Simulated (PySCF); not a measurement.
## Pb(62+): ionisation energy

Pb(62+) [Ar] 3d2 (3F) → Pb(63+) [Ar] 3d1 (2D), as a difference of total energies. Computed with PySCF 2.14 in an uncontracted even-tempered set (17 s from 18 bohr⁻², ratio 2.5; 13 p from 23 bohr⁻², ratio 2.5; 7 d from 23 bohr⁻², ratio 2.5; 4 f from 81 bohr⁻², ratio 2.7; 3 g from 120 bohr⁻², ratio 2.7), with the spin-free X2C one-electron Hamiltonian (Gaussian nucleus). Correlated levels: outer shells: [Ne] frozen; virtual orbitals above 40 to 60 times the deepest correlated orbital energy dropped. The calculations carry no spin-orbit coupling.

```json
{"method": "UHF", "ionisation energy (eV)": "6702.2"}
{"method": "LDA", "ionisation energy (eV)": "6699.2"}
{"method": "PBE", "ionisation energy (eV)": "6701.0"}
{"method": "PBE0", "ionisation energy (eV)": "6701.7"}
{"method": "r2SCAN", "ionisation energy (eV)": "6704.0"}
{"method": "PBEsol", "ionisation energy (eV)": "6699.8"}
{"method": "revPBE", "ionisation energy (eV)": "6701.0"}
{"method": "MP2 (outer shells)", "ionisation energy (eV)": "6701.8"}
{"method": "SCS-MP2 (outer shells)", "ionisation energy (eV)": "6701.7"}
```

Spin-orbit coupling is strong in these open shells (close to jj coupling). The scalar numbers leave it out and a first-order estimate fails, so it can dominate the gap to the real levels.

Breit and QED terms and the two-electron picture change are absent.

For comparison: 6767 ± 15 eV (theoretical estimate listed by NIST; NIST Atomic Spectra Database, ionization energies).
